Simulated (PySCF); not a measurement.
PySCF job for Si(OH) (HOSi), SMILES O[Si] (connectivity only; charge and spin as stated), neutral, multiplicity 2, TDA-PBE/def2-TZVPD. Geometry: PBE-D3(BJ)/def2-TZVPD.

```python
import numpy as np
from pyscf import gto, scf, dft, tdscf

mol = gto.M(
    atom='''
    Si   -0.01585259    0.67512953    0.00000000
    O     0.11576364   -0.99182601    0.00000000
    H    -0.70417288   -1.51720537    0.00000000
    ''',
    basis='def2-TZVPD',
    charge=0,
    spin=1,
    max_memory=1600,
    verbose=4,
)
mf = dft.UKS(mol, xc='pbe').density_fit(auxbasis='def2-universal-jkfit')
mf.grids.level = 3
mf.conv_tol = 1e-9
mf.max_cycle = 100
mf.kernel()
fine, coarse = mf.grids, dft.Grids(mol).set(level=1).build(with_non0tab=True)
for _ in range(3):  # follow internal instabilities
    mf.grids = coarse
    mo, _, stable, _ = mf.stability(return_status=True, nroots=4)
    mf.grids = fine
    if stable:
        break
    mf.kernel(mf.make_rdm1(mo, mf.mo_occ))
mf.grids = dft.Grids(mol).set(level=1).build(with_non0tab=True)  # coarser grid for the response kernel
td = tdscf.TDA(mf)
td.nstates = 10
td.conv_tol = 1e-4
td.positive_eig_threshold = 1e-6
td.kernel(x0=td.get_init_guess(mf, 15))
td.analyze()
```

Log of the run:

```
PySCF version 2.14.0

[INPUT] verbose = 4
[INPUT] num. atoms = 3
[INPUT] num. electrons = 23
[INPUT] charge = 0
[INPUT] spin (= nelec alpha-beta = 2S) = 1
[INPUT] symmetry False subgroup None
[INPUT] Mole.unit = angstrom
[INPUT] Symbol           X                Y                Z      unit          X                Y                Z       unit  Magmom
[INPUT]  1 Si    -0.015852590000   0.675129530000   0.000000000000 AA   -0.029957053465   1.275809910306   0.000000000000 Bohr   0.0
[INPUT]  2 O      0.115763640000  -0.991826010000   0.000000000000 AA    0.218761574783  -1.874279522120   0.000000000000 Bohr   0.0
[INPUT]  3 H     -0.704172880000  -1.517205370000   0.000000000000 AA   -1.330693887546  -2.867102624019   0.000000000000 Bohr   0.0

nuclear repulsion = 43.0155707083408
number of shells = 34
number of NR pGTOs = 135
number of NR cGTOs = 92
basis = def2-TZVPD
ecp = {}


******** <class 'pyscf.df.df_jk.DFUKS'> ********
method = DFUKS
initial guess = minao
damping factor = 0
level_shift factor = 0
DIIS = <class 'pyscf.scf.diis.CDIIS'>
diis_start_cycle = 1
diis_space = 8
diis_damp = 0
SCF conv_tol = 1e-09
SCF conv_tol_grad = None
SCF max_cycles = 100
direct_scf = False
number electrons alpha = 12  beta = 11
XC library pyscf.dft.libxc version 7.1.2
    S. Lehtola, C. Steigemann, M. J. T. Oliveira, and M. A. L. Marques,  SoftwareX 7, 1–5 (2018)
XC functionals = pbe
    J. P. Perdew, K. Burke, and M. Ernzerhof,  Phys. Rev. Lett. 77, 3865 (1996)
    J. P. Perdew, K. Burke, and M. Ernzerhof,  Phys. Rev. Lett. 78, 1396 (1997)
    J. P. Perdew, K. Burke, and M. Ernzerhof,  Phys. Rev. Lett. 77, 3865 (1996)
    J. P. Perdew, K. Burke, and M. Ernzerhof,  Phys. Rev. Lett. 78, 1396 (1997)
radial grids:
    Treutler-Ahlrichs [JCP 102, 346 (1995); DOI:10.1063/1.469408] (M4) radial grids

becke partition: Becke, JCP 88, 2547 (1988); DOI:10.1063/1.454033
pruning grids: <function nwchem_prune>
grids dens level: 3
symmetrized grids: False
atomic radii adjust function: <function treutler_atomic_radii_adjust>
small_rho_cutoff = 0
Set gradient conv threshold to 3.16228e-05
tot grids = 43072
init E= -365.143198409054
  alpha nocc = 12  HOMO = -0.121723528877614  LUMO = -0.115977302985448
  beta  nocc = 11  HOMO = -0.309267485372231  LUMO = -0.121723528877615

WARN: HOMO -0.121723528877614 >= LUMO -0.121723528877615

cycle= 1 E= -364.966106650288  delta_E= 0.177  |g|= 0.607  |ddm|= 1.01
  alpha nocc = 12  HOMO = -0.091364720014644  LUMO = -0.0446418072618998
  beta  nocc = 11  HOMO = -0.153792456478288  LUMO = -0.0621057088796681
  HOMO = -0.0913647200146  LUMO = -0.0621057088797  gap/eV = 0.79618
cycle= 2 E= -363.017290001345  delta_E= 1.95  |g|=    2  |ddm|=  1.2
  alpha nocc = 12  HOMO = -0.11957843014684  LUMO = -0.0718350122547038
  beta  nocc = 11  HOMO = -0.25896704335721  LUMO = -0.0879661485021067
  HOMO = -0.119578430147  LUMO = -0.0879661485021  gap/eV = 0.86021
cycle= 3 E= -365.087658949148  delta_E= -2.07  |g|= 0.125  |ddm|= 1.06
  alpha nocc = 12  HOMO = -0.145722462555368  LUMO = -0.0922953095779841
  beta  nocc = 11  HOMO = -0.284845970852762  LUMO = -0.113321504854605
  HOMO = -0.145722462555  LUMO = -0.113321504855  gap/eV = 0.88167
cycle= 4 E= -365.097955911851  delta_E= -0.0103  |g|= 0.068  |ddm|= 0.291
  alpha nocc = 12  HOMO = -0.135290031279256  LUMO = -0.0797983717637021
  beta  nocc = 11  HOMO = -0.272370097629135  LUMO = -0.10238520642835
  HOMO = -0.135290031279  LUMO = -0.102385206428  gap/eV = 0.89539
cycle= 5 E= -365.100979402026  delta_E= -0.00302  |g|= 0.0168  |ddm|= 0.103
  alpha nocc = 12  HOMO = -0.136122295699536  LUMO = -0.0800131328821485
  beta  nocc = 11  HOMO = -0.273353398356065  LUMO = -0.103110289972361
  HOMO = -0.1361222957  LUMO = -0.103110289972  gap/eV = 0.89830
cycle= 6 E= -365.101112948858  delta_E= -0.000134  |g|= 0.00336  |ddm|= 0.0147
  alpha nocc = 12  HOMO = -0.136240528105012  LUMO = -0.0797876632020815
  beta  nocc = 11  HOMO = -0.273650379332153  LUMO = -0.103226088656129
  HOMO = -0.136240528105  LUMO = -0.103226088656  gap/eV = 0.89837
cycle= 7 E= -365.10111853136  delta_E= -5.58e-06  |g|= 0.000653  |ddm|= 0.00375
  alpha nocc = 12  HOMO = -0.136201124066556  LUMO = -0.0796238641173165
  beta  nocc = 11  HOMO = -0.273553044879748  LUMO = -0.103156172385954
  HOMO = -0.136201124067  LUMO = -0.103156172386  gap/eV = 0.89920
cycle= 8 E= -365.101118885537  delta_E= -3.54e-07  |g|= 0.000177  |ddm|= 0.00108
  alpha nocc = 12  HOMO = -0.136217307748001  LUMO = -0.0795884991631372
  beta  nocc = 11  HOMO = -0.273559423052767  LUMO = -0.103162675377302
  HOMO = -0.136217307748  LUMO = -0.103162675377  gap/eV = 0.89946
cycle= 9 E= -365.101118910668  delta_E= -2.51e-08  |g|= 4.86e-05  |ddm|= 0.000328
  alpha nocc = 12  HOMO = -0.13621507012347  LUMO = -0.0795836852701068
  beta  nocc = 11  HOMO = -0.273559347870162  LUMO = -0.103159375507332
  HOMO = -0.136215070123  LUMO = -0.103159375507  gap/eV = 0.89949
cycle= 10 E= -365.10111891207  delta_E= -1.4e-09  |g|= 1.96e-05  |ddm|= 7.63e-05
  alpha nocc = 12  HOMO = -0.136218150515854  LUMO = -0.0795838796850058
  beta  nocc = 11  HOMO = -0.273561672016065  LUMO = -0.103160992051534
  HOMO = -0.136218150516  LUMO = -0.103160992052  gap/eV = 0.89953
cycle= 11 E= -365.101118912338  delta_E= -2.68e-10  |g|= 3.24e-06  |ddm|= 3.31e-05
  alpha nocc = 12  HOMO = -0.136217648075119  LUMO = -0.0795834138273626
  beta  nocc = 11  HOMO = -0.273561261838573  LUMO = -0.103159979899493
  HOMO = -0.136217648075  LUMO = -0.103159979899  gap/eV = 0.89954
Extra cycle  E= -365.10111891234  delta_E= -1.82e-12  |g|= 4.07e-06  |ddm|= 8.98e-06
converged SCF energy = -365.10111891234  <S^2> = 0.75580534  2S+1 = 2.0057969
tot grids = 14064
uhf_internal: lowest eigs of H = [0.02617197 0.17820437 0.19555604 0.27468415]
<class 'pyscf.df.df_jk.DFUKS'> wavefunction is stable in the internal stability analysis
tot grids = 14064
Overwritten attributes  positive_eig_threshold  of <class 'pyscf.tdscf.uks.TDA'>


******** <class 'pyscf.tdscf.uks.TDA'> for <class 'pyscf.df.df_jk.DFUKS'> ********
nstates = 10
deg_eia_thresh = 1.000e-03
wfnsym = None
conv_tol = 0.0001
eigh lindep = 1e-12
eigh level_shift = 0
eigh max_cycle = 100


Excitation energies (eV)
[0.51599671 2.54001724 3.80575484 3.88611714 4.53110809 4.94398823
 5.04478023 5.35641717 5.39410143 5.43207878]

** Excitation energies and oscillator strengths **
Excited State   1:      0.51600 eV   2402.81 nm  f=0.0000
      12a ->   13a      0.99877
Excited State   2:      2.54002 eV    488.12 nm  f=0.0092
      12a ->   14a      0.99819
Excited State   3:      3.80575 eV    325.78 nm  f=0.0000
       9a ->   13a     -0.10200
      11a ->   13a     -0.60919
      12a ->   18a      0.12351
      11b ->   12b      0.76193
Excited State   4:      3.88612 eV    319.04 nm  f=0.0436
      12a ->   15a      0.99501
Excited State   5:      4.53111 eV    273.63 nm  f=0.0373
      12a ->   16a     -0.99623
Excited State   6:      4.94399 eV    250.78 nm  f=0.0055
      12a ->   17a     -0.62584
      12a ->   20a      0.34940
      11b ->   13b      0.68506
Excited State   7:      5.04478 eV    245.77 nm  f=0.0117
      11a ->   13a      0.47490
      12a ->   18a      0.79976
      12a ->   19a     -0.29383
      11b ->   12b      0.21295
Excited State   8:      5.35642 eV    231.47 nm  f=0.0064
      10a ->   13a     -0.72549
      12a ->   17a      0.29742
      12a ->   20a      0.17429
      10b ->   12b      0.57028
      11b ->   13b      0.10822
Excited State   9:      5.39410 eV    229.85 nm  f=0.0207
      10a ->   13a      0.21214
      12a ->   17a      0.62518
      12a ->   20a      0.62679
      10b ->   12b     -0.30208
      11b ->   13b      0.26098
Excited State  10:      5.43208 eV    228.24 nm  f=0.0015
      11a ->   13a      0.18853
      12a ->   18a     -0.46296
      12a ->   19a     -0.85371
      11b ->   12b      0.12698

** Transition electric dipole moments (AU) **
state          X           Y           Z        Dip. S.      Osc.
  1        -0.0000      0.0000     -0.0206      0.0004      0.0000
  2        -0.3849     -0.0022      0.0000      0.1481      0.0092
  3         0.0000     -0.0000      0.0151      0.0002      0.0000
  4        -0.6759      0.0244      0.0000      0.4574      0.0436
  5         0.5650      0.1288     -0.0000      0.3358      0.0373
  6        -0.2114      0.0326      0.0000      0.0458      0.0055
  7        -0.0000     -0.0000     -0.3083      0.0950      0.0117
  8         0.2200     -0.0031      0.0000      0.0484      0.0064
  9         0.3920      0.0563     -0.0000      0.1569      0.0207
 10         0.0000      0.0000      0.1062      0.0113      0.0015

** Transition velocity dipole moments (imaginary part, AU) **
state          X           Y           Z        Dip. S.      Osc.
  1         0.0000      0.0000     -0.0046      0.0000      0.0007
  2        -0.0045      0.0019     -0.0000      0.0000      0.0002
  3         0.0000     -0.0000     -0.0187      0.0004      0.0017
  4        -0.1289      0.0018     -0.0000      0.0166      0.0776
  5         0.0815      0.0188     -0.0000      0.0070      0.0280
  6        -0.0648     -0.0013      0.0000      0.0042      0.0154
  7        -0.0000     -0.0000     -0.0861      0.0074      0.0267
  8         0.0313      0.0058     -0.0000      0.0010      0.0034
  9         0.0569     -0.0090      0.0000      0.0033      0.0112
 10         0.0000      0.0000     -0.0067      0.0000      0.0001

** Transition magnetic dipole moments (imaginary part, AU) **
state          X           Y           Z
  1        -0.0230      0.9926      0.0000
  2         0.0000     -0.0000     -0.9204
  3        -0.0265     -0.0124     -0.0000
  4         0.0000     -0.0000      0.0409
  5        -0.0000     -0.0000      0.3006
  6         0.0000      0.0000      0.1821
  7        -0.1198     -0.0225     -0.0000
  8        -0.0000     -0.0000      0.1683
  9         0.0000     -0.0000      0.3091
 10        -0.1836      0.0177      0.0000
```

The run converged.

Cost: about 20 core-seconds (a rough figure).
